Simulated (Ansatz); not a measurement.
The same redistribution along the group Mg, Zn, Cd.

Program: Ansatz. Geometries: PBE0-D4/def2-TZVP. ΔE: electronic, gas phase. CCSD(T)/CBS is the MP2 limit (def2-TZVPP, def2-QZVPP) plus CCSD(T) − MP2 in def2-TZVPP, frozen cores. def2 core potentials past Kr. For Br, Cd, Mg, Zn outer-core shells are correlated without core-valence functions, which leaves a few kJ/mol of doubt a bond. Scalar relativity is left out up to krypton. Each species was taken in one conformer, which may not be the lowest.

Q: Order these by ΔE at CCSD(T)/CBS, lowest first. (Estimate.)
A. `[CH3][Zn][Br]` + `O[Si@H](F)N[Si@H](O)Cl` → `[Cl][Zn][Br]` + `C[Si@H](O)N[Si@@H](O)F`
B. `[CH3][Cd][Br]` + `O[Si@H](F)N[Si@H](O)Cl` → `[Cl][Cd][Br]` + `C[Si@H](O)N[Si@@H](O)F`
C. `[CH3][Mg][Br]` + `O[Si@H](F)N[Si@H](O)Cl` → `[Cl][Mg][Br]` + `C[Si@H](O)N[Si@@H](O)F`

A: C (-23.0 kcal/mol), A (-7.1 kcal/mol), B (-4.8 kcal/mol).

Largest T1 diagnostic: 0.011, for `[Cl][Cd][Br]`.
